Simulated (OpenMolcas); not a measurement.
**Hg II: effect of the level shift or regulariser**

```json
{"Program": "OpenMolcas", "Basis": "ANO-RCC-VTZP [8s7p5d3f1g]", "Scalar Hamiltonian": "DKH2, point nucleus", "Active space": "1 electron in 4 orbitals (6s 6p)", "State averaging": "2S+1 = 2 even, 1 root; 2S+1 = 2 odd, 3 roots", "Spin-orbit coupling": "state interaction with AMFI integrals over the reference wave functions, term energies averaged over their components"}
```

Methods on the same reference wave functions:
A. CASSCF
B. SS-CASPT2, IPEA 0.25 Eh, imaginary shift 0.1 Eh (closed shells correlated: 5d)
C. SS-CASPT2, IPEA 0.25 Eh, real shift 0.2 Eh (closed shells correlated: 5d)

Energies in cm⁻¹ above 6s ²S_1/2, the measured ground level; measured values from NIST Handbook of Basic Atomic Spectroscopic Data.

```
     Level      A      B      C  Measured
 6s ²S_1/2    0.0    0.0    0.0       0.0
6p ²P°_1/2  49187  54737  54722     51486
6p ²P°_3/2  55581  61130  61116     60608
```

Deviations, from unrounded energies. A percentage is the sum of absolute deviations over the sum of measured energies, with the sign that they share, or ± where signs differ.

```json
{"Against measurement": "mean absolute deviation (cm-1)", "Levels": "2", "A": "3700", "B": "1900", "C": "1900"}
{"Against measurement": "other configurations (%)", "Levels": "2", "A": "-6.5", "B": "+3.4", "C": "+3.3"}
```

B, C lie about equally close to measurement and A furthest from it. The largest miss of C in the table is 6p ²P°_1/2, by +3200 cm-1. The ranking rests on the paired levels alone, and a cruder setting can come out closer through cancelling errors.

Between B and C the level of the table that moves most is 6p ²P°_1/2, by 14 cm-1 (lowest in C, highest in B).

The lowest spin-free term lies below A's lowest term by 0.360 hartree in B, 0.359 hartree in C.

Spin-orbit splittings of 6p shells tend to come out small when the coupling is added on scalar orbitals. With one active electron the reference holds no correlation, so core polarisation is missing (holds for A). With one active electron, CASPT2 adds the correlation within the correlated inactive shells and between them and that electron, and leaves the splitting within a term as the reference gives it (holds for B; C). Computed and measured levels are paired by configuration, term and J; levels that our copy of the source lacks, or whose pairing is in doubt (as where it misses far off the trend of its configuration), stay unpaired and out of the deviations. Only configurations of the active space appear.

° marks odd parity.
